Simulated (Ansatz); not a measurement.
Be8O8, a nanocrystal cut from wurtzite BeO (bare). Total charge 0; singlet. Geometry PBE-D4/def2-SVP, basis def2-TZVP, Ansatz.

Cartesian coordinates in Å:
```
O 0.8707 -1.0807 -3.2032
Be 2.1364 -0.6096 -2.7034
Be -0.1333 -0.8685 -2.1195
O 0.4564 -0.1293 -0.5782
O -2.1000 -0.2253 0.5866
Be -0.4456 0.1273 0.5638
Be -2.7670 0.1317 1.8546
O -2.4978 0.7098 3.1627
O 3.0300 -0.0319 -1.7332
Be 2.2176 0.2755 -0.5196
O 0.0292 0.8153 2.0346
Be -1.0726 0.9600 3.0069
O -1.6657 -1.1759 -2.0560
Be -2.1570 -0.7924 -0.8148
O 2.6128 0.9087 0.8552
Be 1.4859 0.9852 1.6634
```

| run | HOMO (eV) | LUMO (eV) |
| --- | --- | --- |
| A | -6.53 | -3.10 |
| B | -7.89 | -2.53 |
| C | -5.13 | -3.85 |
| D | -5.35 | -3.35 |
| E | -5.02 | -3.73 |

Problem. The runs used BHLYP, PBE, PBE0, r2SCAN, revPBE. Estimate which is which.

Solution. A PBE0 (25 % exact exchange); B BHLYP (50 % exact exchange); C PBE (0 % exact exchange); D r2SCAN (0 % exact exchange); E revPBE (0 % exact exchange). Exact exchange lowers occupied and raises empty levels; among semilocal functionals meta-GGAs tend to open the gap a little, and such runs are hard to tell apart. The gap grows from 1.28 eV (PBE) to 5.35 eV (BHLYP).
